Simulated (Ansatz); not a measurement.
CH4GeO2, SMILES `O=[C](O)[GeH3]`. Total charge 0; spin multiplicity 1. Correlated methods include outer-core shells of Ge, which these sets cover unevenly. Scalar relativity is left out up to krypton.

```xyz
8

O     1.655   -0.979   -0.030
C     0.805   -0.167   -0.264
O     0.972    0.831   -1.149
Ge   -1.002   -0.115    0.587
H     1.866    0.741   -1.517
H    -1.154    1.215    1.334
H    -2.067   -0.223   -0.511
H    -1.075   -1.302    1.549
```

Problem. Give the diagnostics of a CCSD(T)/def2-TZVPP run (frozen core, Ansatz). (Estimate.)

Solution. The calculation gave: T1 = 0.0150, largest single amplitude 0.039, largest double 0.033, (T) share of the correlation energy 3.9 %, 10 CCSD cycles. The RHF solution is stable towards an unrestricted one. T1 lies under the customary mark of 0.02 for closed shells.
